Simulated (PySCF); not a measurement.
Si(H)(Me)(NH2)(NMe2), SMILES CN(C)[SiH](C)N (C3H12N2Si) (GFN2-xTB optimised geometry):

```
18

Si    -0.004     0.118     0.000
C     -0.837    -0.717    -1.491
N      1.727     0.118     0.000
N     -0.419    -0.774     1.413
C     -1.736    -1.320     1.618
C      0.247    -0.500     2.662
H     -0.348     1.553     0.000
H     -0.392    -0.355    -2.413
H     -0.721    -1.797    -1.475
H     -1.898    -0.497    -1.543
H      2.196    -0.763     0.140
H      2.188     0.628    -0.735
H     -2.389    -0.622     2.158
H     -2.196    -1.553     0.663
H     -1.667    -2.240     2.208
H      1.228    -0.081     2.462
H      0.360    -1.426     3.235
H     -0.320     0.211     3.275
```

Computed with PBE0/def2-SVP run with PySCF 2.14.0.

Problem. What are the frontier orbital energies and the dipole moment?

Solution. HOMO-2 -8.96 eV, HOMO-1 -6.96 eV, HOMO -6.05 eV, LUMO 1.78 eV, LUMO+1 1.94 eV; dipole moment 1.03 D.

On the same geometry PBE/def2-SVP in PySCF gives HOMO-2 -7.51 eV, HOMO-1 -5.48 eV, HOMO -4.68 eV, LUMO 0.89 eV, LUMO+1 1.06 eV; dipole moment 1.08 D.

Meta-Löwdin charges at PBE0/def2-SVP: Si1 0.94, C2 -0.58, N3 -0.70, N4 -0.43, C5 -0.19, C6 -0.19, H7 -0.16, H8 0.11, H9 0.11, H10 0.11, H11 0.21, H12 0.21, H13 0.08, H14 0.10, H15 0.09, H16 0.11, H17 0.09, H18 0.08.
